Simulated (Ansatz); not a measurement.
Reaction (silylene formation by 1,1-elimination): `O[SiH2]/C=C/F` → `O/C=C\F` + `[SiH2]`

Calculated with Ansatz (gas phase, PBE0-D4/def2-TZVP geometries, no zero-point term in ΔE). CBS: MP2 limit from def2 TZ/QZ plus the TZ coupled-cluster correction, frozen cores. This one scheme is used for every species. Double bonds are as drawn, so ΔE can hold a change between cis and trans. DFT in def2-TZVPP. B3LYP here is the variant with VWN-RPA as its local correlation; programs differ in this. HSE06 is defined as in plane-wave codes. Each species was taken in one conformer, which may not be the lowest.

| level | ΔE (kJ/mol) | difference from CCSD(T)/CBS |
| --- | --- | --- |
| LDA (SPW92) | 411.2 | 3.8 |
| PBE-D4 | 389.6 | -17.8 |
| BLYP-D4 | 379.7 | -27.7 |
| r2SCAN-D4 | 420.2 | 12.8 |
| B97M-V | 397.0 | -10.4 |
| PBE0-D4 | 404.4 | -3.0 |
| B3LYP-D4 | 394.6 | -12.8 |
| r2SCANh-D4 | 422.1 | 14.7 |
| r2SCAN0-D4 | 424.9 | 17.5 |
| HSE06-D4 | 404.0 | -3.4 |
| BHLYP-D4 | 411.7 | 4.3 |
| CAM-B3LYP-D4 | 404.2 | -3.2 |
| ωB97X-V | 408.4 | 1.0 |
| ωB97M-V | 398.8 | -8.6 |
| B2PLYP | 400.7 | -6.7 |
| PBE-QIDH | 420.7 | 13.3 |
| PBE | 382.0 | -25.4 |
| revPBE | 367.0 | -40.4 |
| BLYP | 363.9 | -43.5 |
| r2SCAN | 418.2 | 10.8 |
| PBE0 | 397.8 | -9.6 |
| B3LYP | 382.4 | -25.0 |
| r2SCANh | 420.0 | 12.6 |
| r2SCAN0 | 422.5 | 15.1 |
| HSE06 | 397.8 | -9.6 |
| BHLYP | 401.5 | -5.9 |
| RPA@PBE/def2-TZVPP | 374.6 | -32.8 |
| HF/def2-SVP | 365.4 | -42.0 |
| MP2/def2-SVP | 392.1 | -15.3 |
| CCSD(T)/def2-SVP | 361.1 | -46.3 |
| MP2/def2-TZVPP | 427.9 | 20.5 |
| SCS-MP2/def2-TZVPP | 413.2 | 5.8 |
| CCSD/def2-TZVPP | 395.8 | -11.6 |
| CCSD(T)/def2-TZVPP | 398.6 | -8.8 |
| HF/def2-QZVPP | 394.6 | -12.8 |
| MP2/def2-QZVPP | 433.4 | 26.0 |
| SCS-MP2/def2-QZVPP | 419.0 | 11.6 |
| HF/CBS(def2) | 394.8 | -12.6 |
| MP2/CBS(def2) | 436.7 | 29.3 |
| CCSD/CBS(def2) | 404.6 | -2.8 |
| CCSD(T)/CBS | 407.4 | 0 |

Largest T1 diagnostic among the species: 0.014.

From PBE to PBE0 (25 % exact exchange), in def2-TZVPP and without D4, ΔE moves by +15.8 kJ/mol. At CCSD(T), def2-SVP lies −46.3 kJ/mol from the extrapolated value and def2-TZVPP −8.8 kJ/mol. Leaving LDA and LC-ωPBE aside and taking each functional with its dispersion term where it has one, the values spread over 45.2 kJ/mol, from BLYP-D4 to r2SCAN0-D4. LDA lies +29.2 kJ/mol from PBE without D4.

CCSD(T)/CBS has its own doubt, a few kJ/mol and more with outer-core shells, so smaller differences from it don't rank the levels.
